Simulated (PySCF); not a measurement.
A series of related molecules.

All values: PBE0/def2-SVPD (PySCF) at PBE0-D3(BJ)/def2-SVP geometries, gas phase, one conformer each. Core orbitals are frozen in the response; Δα² is half the sum of the squared differences of the principal polarisabilities. The calculation is non-relativistic, for germanium too.

(1) Rank by dipole moment, highest first.
A. `[CH3:1][C:2]([CH3:3])([CH3:4])[GeH2:5][B:6]([F:7])[F:8]` with C2–Ge5–B6–F7 69°
B. `[BH2:1][GeH2:2][B:3]([F:4])[F:5]` with H–B1–Ge2–B3 -85° and 91°, B1–Ge2–B3–F4 83°
C. `F[B](F)[GeH3]`
D. `[CH3:1][O:2][CH2:3][GeH2:4][B:5]([F:6])[F:7]` with C1–O2–C3–Ge4 179°, O2–C3–Ge4–B5 -40°, C3–Ge4–B5–F6 116°

(2) Rank by mean static polarisability, highest first.
A. `F[B](F)[GeH3]`
B. `[BH2][GeH2][B](F)F`
C. `[GeH2]([C](C)(C)C)[B](F)F`
D. `CO[CH2][GeH2][B](F)F`

(3) Rank by HOMO–LUMO gap, highest first.
A. `F[B](F)[GeH3]`
B. `C[C](C)(C)[GeH2][B](F)F`
C. `[BH2][GeH2][B](F)F`
D. `CO[CH2][GeH2][B](F)F`

Results:

(1) D (2.28 D), A (1.58 D), B (1.16 D), C (0.89 D).

(2) C (14.23 Å³), D (11.33 Å³), B (9.34 Å³), A (7.02 Å³).

(3) A (7.97 eV), D (7.15 eV), B (6.78 eV), C (5.71 eV).

All values together:

```
                 SMILES     formula  μ (D)  HOMO (eV)  LUMO (eV)  α (Å³)  Δα (Å³)  electrons  α per electron (Å³)  ΔSCF removal energy (eV)
          F[B](F)[GeH3]     BF2GeH3   0.89      -9.08      -1.11    7.02     1.24         58                0.121                     11.41
   CO[CH2][GeH2][B](F)F  C2H7BF2GeO   2.28      -7.88      -0.73   11.33     2.38         82                0.138                     10.00
     [BH2][GeH2][B](F)F    B2F2GeH4   1.16      -8.39      -2.68    9.34     2.02         64                0.146                     10.49
C[C](C)(C)[GeH2][B](F)F  C4H11BF2Ge   1.58      -7.78      -1.00   14.23     2.41         90                0.158                      9.54
```

Conformers: `[CH3:1][O:2][CH2:3][GeH2:4][B:5]([F:6])[F:7]` with C1–O2–C3–Ge4 179°, O2–C3–Ge4–B5 -40°, C3–Ge4–B5–F6 116°; `[BH2:1][GeH2:2][B:3]([F:4])[F:5]` with H–B1–Ge2–B3 -85° and 91°, B1–Ge2–B3–F4 83°; `[CH3:1][C:2]([CH3:3])([CH3:4])[GeH2:5][B:6]([F:7])[F:8]` with C2–Ge5–B6–F7 69°.
